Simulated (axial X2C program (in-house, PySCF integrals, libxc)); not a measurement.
# What spin–orbit coupling does to TiB⁻

All values were computed with an axial X2C code built on PySCF integrals. Spin-free means the one-electron spin-free X2C Hamiltonian; two-component (2c) means X2C with spin–orbit coupling and atomic mean-field two-electron Coulomb and Gaunt terms, so the difference of the two also holds small scalar two-electron terms. Basis: Ti dyall-acv3z [11s11p7d4f2g], B dyall-av3z [8s7p3d2f] (cores contracted in-house); Gaussian nuclei, density fitting, unrestricted open shells. Masses: Ti 47.948 u, B 11.009 u.

Spin-free state: M_S = 1, Λ = 1 (beyond evenly filled blocks: σα, π+α, π+β, π-α); fragments Ti- + B.

```json
{"level": "BLYP", "Re (Å)": "1.983", "ωe (cm⁻¹)": "609.2", "μ (D)": "-0.76"}
```

Dipoles are positive if B is the positive end and refer to the centre of mass.

Two-component determinant lowest at the distance of the search:

Ω = 2 (⟨Sz⟩ = 0.00, ⟨Lz⟩ = 2.00 at BLYP); fragments Ti- + B.

| level | Re (Å) | ωe (cm⁻¹) | μ (D) |
| --- | --- | --- | --- |
| BLYP | 2.135 | 527.0 | -1.91 |

(1) From the two tables, how do the constants change at the BLYP level (2c against spin-free)?

De is not given where an atomic determinant may have missed its ground term or J level, or where the truncated virtual space spoils (T). Density functionals use the spin component along the axis (collinear). Without a current term, density functionals place determinants with orbital angular momentum somewhat too high. The state is one determinant with fixed occupations, lowest in a PBE0 search at one distance only: followed along the bond, the 2c determinant Ω = 2 reaches 0.14 eV lower at PBE0, at Re = 1.950 Å, so the state shown is not the lowest. With several unpaired electrons one determinant need not be a pure state. At some level and bond length an empty orbital lies below a filled one. Some points did not converge and are left out. The highest occupied level of some functionals is positive through self-interaction error; at Hartree–Fock it is bound. The determinant is spin-polarised beyond a pure state at some levels (its spin-free form has ⟨S²⟩ too high), which makes Re and μ there less reliable.

## Answers

(1) At the BLYP level Re increases by 0.152 Å and ωe goes down by 82.2 cm⁻¹. The two determinants differ in configuration, so these shifts compare two states and are not the spin–orbit effect on one state.
